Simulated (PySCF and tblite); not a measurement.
Results of a calculation; reference values are marked as such.
# Conformers and averaged properties: C8H7ClO, numbered as in [OH:1][C@@H:2]1[CH2:3][c:4]2[cH:5][c:6]([Cl:7])[cH:8][cH:9][c:10]21

Search: ETKDG and KDG, MMFF94s, GFN2-xTB, 60 starts; geometries at GFN2-xTB. Free energies are PBE0-D3(BJ)/pcSseg-1 single points with GFN2-xTB rigid-rotor and vibrational terms (modes under about 100 cm⁻¹ blended into free rotors). Symmetry numbers and mirror images are counted. Conformers within 2.5 kcal/mol (GFN2-xTB free energy) were kept, 2 at most. GIAO shieldings: PBE0/pcSseg-1. Shifts are against TMS (¹H), TMS (¹³C) at the same level; of two unlike H on one atom, a is the less shielded. Run with PySCF (density fitting) and tblite.

Torsions listed: H1–O1–C2–C3. The 4-ring runs over atoms 2–3–4–10.

```csv
conformer,shape,symmetry,E(GFN2) kcal/mol,E(DFT) kcal/mol,G(298.15 K) kcal/mol,weight %,dipole D
1,4-ring flat; 56°,C1,0.00,0.00,0.00,92.0,0.72
2,4-ring flat; 164°,C1,1.83,1.77,1.45,8.0,2.02
```

Weights (%) against temperature:

| T (K) | 1 | 2 | S(mix) cal/mol/K |
| --- | --- | --- | --- |
| 250 | 95.1 | 4.9 | 0.39 |
| 298.15 | 92.0 | 8.0 | 0.55 |
| 350 | 88.4 | 11.6 | 0.71 |

Averaged shifts at 298.15 K. ¹H: 7.53 (H8, 1H), 7.50 (H9, 1H), 7.42 (H5, 1H), 5.27 (H2, 1H), 3.73 (H3a, 1H), 2.91 (H3b, 1H) ppm. ¹³C: 153.1 (C10), 150.6 (C4), 146.7 (C6), 133.6 (C8), 130.3 (C5), 129.3 (C9), 74.3 (C2), 44.5 (C3) ppm.

Coordinates of conformer 1 (Å):

```xyz
17

O    -2.419    0.897    1.321
C    -1.728    0.740    0.120
C    -1.716   -0.685   -0.535
C    -0.214   -0.619   -0.447
C     0.940   -1.303   -0.735
C     2.117   -0.654   -0.355
Cl    3.629   -1.437   -0.668
C     2.130    0.586    0.267
C     0.945    1.269    0.543
C    -0.212    0.636    0.165
H    -2.080    0.261    1.962
H    -2.101    1.524   -0.542
H    -2.176   -1.455    0.084
H    -2.127   -0.739   -1.540
H     0.966   -2.270   -1.211
H     3.078    1.025    0.537
H     0.963    2.234    1.026
```

H on N, O and S are left out: they exchange, and hydrogen bonds move them by several ppm. Shifts are unscaled: against experiment ¹³C can be off by 15 ppm or more and ¹H by 0.8 ppm. For its torsions the set is small; conformers may be missing.

Search and properties took 59 s on 1 thread of AMD EPYC 7B13 (shared host) (rough), launched as `OMP_NUM_THREADS=1 python ens_run.py task.json out`.
